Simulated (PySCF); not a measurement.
# Computed records: BH2O

Calculation on a computer-drawn molecule: vertical ionisation energy to the stated ion spin, frozen-core CCSD(T) at the basis limit and cheaper methods, single-reference cases, UHF for radicals, no spin-orbit; all values are single points at the evaluated structure, the first of each entry, which is the reference or a displaced copy of it and isn't optimised; the reference structure only sets the zero of the energies above reference; triples share is (T) over the correlation energy. Program: PySCF 2.14.0.

```xyz
4
formula=BH2O charge=1 multiplicity=1 ion_multiplicity=2 diffuse_functions=no basis=cc-pVnZ reference_is=the_Hartree-Fock_double-zeta_minimum best_is=HF_at_quadruple_zeta_+_MP2_correlation_extrapolated_from_triple_and_quadruple_zeta_+_CCSD(T)_minus_MP2_at_triple_zeta basis_step_is=the_size_of_the_change_from_the_same_recipe_one_zeta_lower ionisation_energy_best=22.32 ionisation_energy_basis_step=0.02383 energy_above_reference_best=36.66 energy_above_reference_basis_step=0.3652 ionisation_energy_Koopmans_at_triple_zeta=23.1 ionisation_energy_EOM_CCSD_at_triple_zeta=22.06 total_energy_HF_triple_zeta=-100.4195 total_energy_CCSD(T)_triple_zeta=-100.7624 total_energy_best=-100.8114 T1_diagnostic_at_triple_zeta=0.01768 D1_diagnostic_at_triple_zeta=0.03622 ion_T1_diagnostic_at_triple_zeta=0.01193 ion_D1_diagnostic_at_triple_zeta=0.02575 ion_spin_squared_at_triple_zeta=0.7583 triples_share_at_triple_zeta=0.03798 basis_functions_triple_zeta=88
B      1.0750    -2.9487     2.2444
O      0.7505    -3.5373     1.2216
H      1.4284    -2.3801     3.2173
H     -0.0872    -4.0023     0.2975
```

Units: ionisation_energy_best, ionisation_energy_basis_step, ionisation_energy_Koopmans_at_triple_zeta, ionisation_energy_EOM_CCSD_at_triple_zeta in eV; energy_above_reference_best, energy_above_reference_basis_step in kcal/mol; total_energy_HF_triple_zeta, total_energy_CCSD(T)_triple_zeta, total_energy_best in hartree.

Reference structure:
```xyz
4
BH2O
B      1.0865    -2.9213     2.2928
O      0.7580    -3.5229     1.2878
H      1.4482    -2.3645     3.2566
H      0.1863    -3.8043     0.5752
```

Drawn bonds:
| atom | other atom | order |
| --- | --- | --- |
| 1 | 2 | 1 |
| 1 | 3 | 1 |
| 2 | 4 | 1 |

Triple zeta:
| method | ionisation energy (eV) | energy above reference (kcal/mol) |
| --- | --- | --- |
| HF | 20.15 | 43.68 |
| PBE | 22.28 | 32.53 |
| r2SCAN | 22.18 | 35.52 |
| B3LYP | 22.31 | 35.14 |
| wB97X | 22.15 | 36.77 |
| MP2 | 22.4 | 35.79 |
| CCSD | 22.01 | 37.64 |
| CCSD(T) | 22.18 | 36.53 |
